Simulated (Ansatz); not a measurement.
Reaction (ligand exchange at a Ge–N bond): `C[NH][GeH3]` + H₂Te → `[GeH3][TeH]` + CH₃NH₂

Computed with Ansatz on PBE0-D4/def2-TZVP structures; ΔE is electronic, products minus reactants. CCSD(T)/CBS adds triple-zeta CCSD(T) − MP2 to the extrapolated MP2 energy (def2 sets, frozen cores). DFT in def2-TZVPP. B3LYP here is the variant with VWN-RPA as its local correlation; programs differ in this. HSE06 is defined as in plane-wave codes. def2 core potentials past Kr. For Ge, Te outer-core shells are correlated without core-valence functions, which leaves a few kJ/mol of doubt a bond. Scalar relativity is left out up to krypton.

| level | ΔE (kJ/mol) | difference from CCSD(T)/CBS |
| --- | --- | --- |
| LDA (SPW92) | -65.2 | 1.8 |
| PBE-D4 | -72.0 | -5.0 |
| revPBE-D4 | -68.1 | -1.1 |
| BLYP-D4 | -65.4 | 1.6 |
| r2SCAN-D4 | -69.1 | -2.1 |
| B97M-V | -59.0 | 8.0 |
| PBE0-D4 | -73.5 | -6.5 |
| B3LYP-D4 | -67.7 | -0.7 |
| r2SCANh-D4 | -70.3 | -3.3 |
| HSE06-D4 | -74.1 | -7.1 |
| CAM-B3LYP-D4 | -61.9 | 5.1 |
| ωB97X-V | -63.6 | 3.4 |
| ωB97M-V | -65.8 | 1.2 |
| B2PLYP | -66.4 | 0.6 |
| PBE-QIDH | -70.4 | -3.4 |
| PBE | -73.1 | -6.1 |
| revPBE | -74.9 | -7.9 |
| BLYP | -68.4 | -1.4 |
| r2SCAN | -69.7 | -2.7 |
| PBE0 | -74.4 | -7.4 |
| B3LYP | -69.2 | -2.2 |
| r2SCANh | -70.8 | -3.8 |
| r2SCAN0 | -72.4 | -5.4 |
| HSE06 | -74.7 | -7.7 |
| BHLYP | -68.5 | -1.5 |
| LC-ωPBE | -65.5 | 1.5 |
| RPA@PBE/def2-TZVPP | -55.2 | 11.8 |
| CCSD/def2-SVP | -58.4 | 8.6 |
| CCSD(T)/def2-SVP | -57.4 | 9.6 |
| HF/def2-TZVPP | -66.6 | 0.4 |
| MP2/def2-TZVPP | -65.0 | 2.0 |
| SCS-MP2/def2-TZVPP | -61.2 | 5.8 |
| CCSD/def2-TZVPP | -60.6 | 6.4 |
| CCSD(T)/def2-TZVPP | -60.3 | 6.7 |
| HF/def2-QZVPP | -66.8 | 0.2 |
| MP2/def2-QZVPP | -68.9 | -1.9 |
| SCS-MP2/def2-QZVPP | -64.8 | 2.2 |
| HF/CBS(def2) | -66.9 | 0.1 |
| MP2/CBS(def2) | -71.7 | -4.7 |
| CCSD/CBS(def2) | -67.3 | -0.3 |
| CCSD(T)/CBS | -67.0 | 0 |

Largest T1 diagnostic among the species: 0.011.

Leaving LDA and LC-ωPBE aside and taking each functional with its dispersion term where it has one, the values spread over 15.0 kJ/mol, from HSE06-D4 to B97M-V. LDA lies +7.9 kJ/mol from PBE without D4. At CCSD(T), def2-SVP lies +9.6 kJ/mol from the extrapolated value and def2-TZVPP +6.7 kJ/mol.
